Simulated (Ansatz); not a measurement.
Calculation: Ansatz (a program for electronic structure) with frozen-core CCSD(T)/cc-pVTZ // ωB97X-D3(BJ)/def2-TZVP.

Ansatz 0.2 input:
```yaml
crystal:
  periodic: [false, false, false]
  atoms:
    - { symbol: Br, position_ang: [2.105263, -0.793604, 0.152784] }
    - { symbol: Ga, position_ang: [0.005239, -0.003312, 0.000869] }
    - { symbol: Br, position_ang: [-1.736908, -1.424497, 0.046332] }
    - { symbol: Br, position_ang: [-0.354397, 2.207348, -0.201334] }
basis:
  gaussian: { orbitals: cc-pVTZ }
correlation:
  method: ccsd_t
```

Output:

```
Functional definition: HF
1135 factors; integrals over basis functions are off by at most 1.3e-3 eV
mean field evaluation 1: about -262340.1556 eV, gradient 1.9e1 eV
mean field evaluation 2: about -262340.1875 eV, gradient 1.9e1 eV
mean field evaluation 4: about -262341.3520 eV, gradient 1.5e0 eV
mean field evaluation 8: about -262341.3672 eV, gradient 1.3e-1 eV
mean field evaluation 16: about -262340.9750 eV, gradient 1.2e1 eV
mean field -262341.36723871 eV, -9640.8674246570 hartree, gradient 2.9e-6 eV, S^2 0.000000; 0 other end points of the search recorded, 0 dependent functions left out
36 core orbitals not correlated
reference -262341.36723871 eV, -9640.8674246570 hartree; 32, 32 occupied and 104, 104 virtual orbitals, 1135 factors
second order -22.04661282 eV of doubles, -0.00000000 eV of singles
cycle   1  -22.07057181 eV  change   -2.4e-2 eV  update   1.0e-1
cycle   2  -22.62785132 eV  change   -5.6e-1 eV  update   2.6e-2
cycle   3  -22.69868926 eV  change   -7.1e-2 eV  update   1.3e-2
cycle   4  -22.68122222 eV  change    1.7e-2 eV  update   3.1e-3
cycle   5  -22.68187804 eV  change   -6.6e-4 eV  update   1.2e-3
cycle   6  -22.68192009 eV  change   -4.2e-5 eV  update   2.9e-4
cycle   7  -22.68172435 eV  change    2.0e-4 eV  update   9.7e-5
cycle   8  -22.68177363 eV  change   -4.9e-5 eV  update   2.9e-5
perturbative correction -0.97878569 eV, -0.0359697106 hartree
Total energy: -262365.02779802 eV, -9641.7369341741 hartree
```

Cost: about 5 core-minutes (a rough figure).
